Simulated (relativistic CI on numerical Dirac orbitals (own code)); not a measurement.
# d7 in a ligand field

Computed with a parametric ligand-field model of a d^n configuration (Racah B and C, spin-orbit zeta, crystal field), exact diagonalisation.

Field parameters in Wybourne normalisation: Oh B⁴₀ = 21Dq, B⁴₄ = √(5/14) B⁴₀. The field is a parameter set, without covalency.

Ground term and bands for B = 490, C = 2030, ζ = 0 cm⁻¹, Oh, 10Dq = 14200 cm⁻¹?

Ground term 2E with 1.03 electrons in the two orbitals of the cubic e set. Spin-allowed: 2T1 12802 cm⁻¹ (781 nm), 2T2 13234 cm⁻¹ (756 nm), 2T1 16062 cm⁻¹ (623 nm), 2T2 23033 cm⁻¹ (434 nm). Lowest spin-forbidden: 4T1 4376 cm⁻¹ (2285 nm), 4T2 17560 cm⁻¹ (569 nm), 4T1 23893 cm⁻¹ (419 nm).

Ground term and bands for B = 700, C = 2500, ζ = 0 cm⁻¹, Oh, 10Dq = 8800 cm⁻¹?

Ground term 4T1 with 2.06 electrons in the two orbitals of the cubic e set. Spin-allowed: 4T2 7790 cm⁻¹ (1284 nm), 4A2 16590 cm⁻¹ (603 nm), 4T1 17279 cm⁻¹ (579 nm). Lowest spin-forbidden: 2E 3676 cm⁻¹ (2721 nm), 2T1 11134 cm⁻¹ (898 nm), 2T2 11419 cm⁻¹ (876 nm).

Ground term and bands for B = 1040, C = 3930, ζ = 0 cm⁻¹, Oh, 10Dq = 3650 cm⁻¹?

Ground term 4T1 with 2.14 electrons in the two orbitals of the cubic e set. Spin-allowed: 4T2 3039 cm⁻¹ (3291 nm), 4A2 6689 cm⁻¹ (1495 nm), 4T1 18028 cm⁻¹ (555 nm). Lowest spin-forbidden: 2E 14976 cm⁻¹ (668 nm), 2T2 17054 cm⁻¹ (586 nm), 2T1 17237 cm⁻¹ (580 nm).

A d7 ion in Oh symmetry has the ground term 2E and bands at 4T1 18495 cm⁻¹ (541 nm), 2T1 27401 cm⁻¹ (365 nm), 2T2 27880 cm⁻¹ (359 nm), 2T1 31620 cm⁻¹ (316 nm), 2T2 41190 cm⁻¹ (243 nm), 4T2 46136 cm⁻¹ (217 nm), 4T1 53577 cm⁻¹ (187 nm). Which parameters reproduce them?

B = 590, C = 2080, ζ = 0 cm⁻¹, Oh, 10Dq = 29050 cm⁻¹.

A d7 ion in Oh symmetry has the ground term 2E and bands at 4T1 7263 cm⁻¹ (1377 nm), 2T1 13543 cm⁻¹ (738 nm), 2T2 13876 cm⁻¹ (721 nm), 2T1 16241 cm⁻¹ (616 nm), 4T2 21040 cm⁻¹ (475 nm), 2T2 22310 cm⁻¹ (448 nm), 4T1 26017 cm⁻¹ (384 nm). Which parameters reproduce them?

B = 390, C = 1490, ζ = 0 cm⁻¹, Oh, 10Dq = 14650 cm⁻¹.
